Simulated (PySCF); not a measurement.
C₃H₆SiTe.
Structure used (PBE0-D3(BJ)/def2-SVP), in Å, numbered top down from 1:
```xyz
11
C3H6SiTe angstrom
C     -0.2462    0.2761    2.6124
C      0.4899    0.3155    1.6433
Si     1.5512    0.3524    0.1482
Te     0.7329   -1.3163   -1.5117
C     -1.2706   -0.4949   -1.4787
H     -0.8852    0.2417    3.4772
H      2.9516   -0.0171    0.5023
H      1.5143    1.7398   -0.4019
H     -1.8923   -1.1473   -2.1045
H     -1.2651    0.5226   -1.8879
H     -1.6406   -0.4989   -0.4460
```

Level of theory: PBE0-D3(BJ)/def2-SVP geometry optimisation, gas phase, def2 core potentials past Kr in PySCF 2.14.0.

(1) Which atoms are bound to Te4, and at what distances?

(2) What is the shape at Te4?

(3) What are the other bond lengths?

(4) Give some angles away from the centre.

(5) What are the rotational constants (commonest isotopes, rigid rotor)?

Answers

(1) 2 atoms: C5 2.166 Å, Si3 2.492 Å. The nearest atom not counted as bound is H9, at 2.70 Å.

(2) Bent: angle 92.3°.

(3) C1≡C2 1.218 Å; C2–Si3 1.834 Å; C1–H6 1.076 Å; Si3–H7, Si3–H8 1.492 Å; C5–H9, C5–H10, C5–H11 1.097 Å.

(4) C1–C2–Si3 178.0°, C2–Si3–Te4 109.8°.

(5) A = 3870, B = 1142, C = 978.9 MHz: an asymmetric top.

Point group: C1 (no symmetry element, even within 0.4 Å). Charge 0, singlet. No frequency check.

Time: 41 s wall; peak memory 0.51 GiB. Hardware: Arm Neoverse V1, one thread, no GPU, shared host with 64 logical CPUs at a one-minute load of 40. These figures are those of the optimisation.

One conformer stands for the species.
